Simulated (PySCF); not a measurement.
Isomers of C3H12Si3. Level of theory: PBE0-D3(BJ)/def2-SVP geometry optimisation, gas phase in PySCF 2.14.0. One conformer each; no zero-point energy, no entropy. No frequencies were run at this level. Point groups hold within 0.08 Å.

Question: Rank from lowest to highest electronic energy at this level (kJ/mol).
A. `[CH2:1]=[CH:2][CH2:3][SiH:4]([SiH3:5])[SiH3:6]` with C1–C2–C3–Si4 104°, C2–C3–Si4–Si5 -174°
B. `[CH2:1]1[SiH2:2][CH2:3][SiH2:4][CH2:5][SiH2:6]1` with Si6–C1–Si2–C3 55°, C1–Si2–C3–Si4 -54°, Si2–C3–Si4–C5 55°, C3–Si4–C5–Si6 -55°
C. `C=CC([SiH3])([SiH3])[SiH3]`

Answer: B (0.0), A (206.5), C (227.1).

As drawn, the highest has a C=C bond outside aromatic rings, which the lowest lacks.

```
                    SMILES      E (Eh)  E rel (kJ/mol)  dipole (D)  point group      A, B, C (MHz)
   C1[SiH2]C[SiH2]C[SiH2]1  -989.20370             0.0        1.23          C3v   1964, 1960, 1080
   C=CC[SiH]([SiH3])[SiH3]  -989.12506           206.5        0.78           C1  2217, 1066, 791.7
C=CC([SiH3])([SiH3])[SiH3]  -989.11718           227.1        0.50           Cs   1670, 1478, 1398
```

Question: How do the relative energies change in single points at PBE0/pcSseg-1 (no added dispersion term) on the same geometries?

Answer: 
```json
{"SMILES": "C1[SiH2]C[SiH2]C[SiH2]1", "PBE0-D3(BJ)/def2-SVP (kJ/mol)": "0.0", "PBE0/pcSseg-1 (kJ/mol)": "0.0", "shift": "0.0"}
{"SMILES": "C=CC[SiH]([SiH3])[SiH3]", "PBE0-D3(BJ)/def2-SVP (kJ/mol)": "206.5", "PBE0/pcSseg-1 (kJ/mol)": "197.8", "shift": "-8.7"}
{"SMILES": "C=CC([SiH3])([SiH3])[SiH3]", "PBE0-D3(BJ)/def2-SVP (kJ/mol)": "227.1", "PBE0/pcSseg-1 (kJ/mol)": "227.4", "shift": "+0.3"}
```

Each column counts from its own lowest isomer. The order is unchanged; the largest shift is 8.7 kJ/mol.
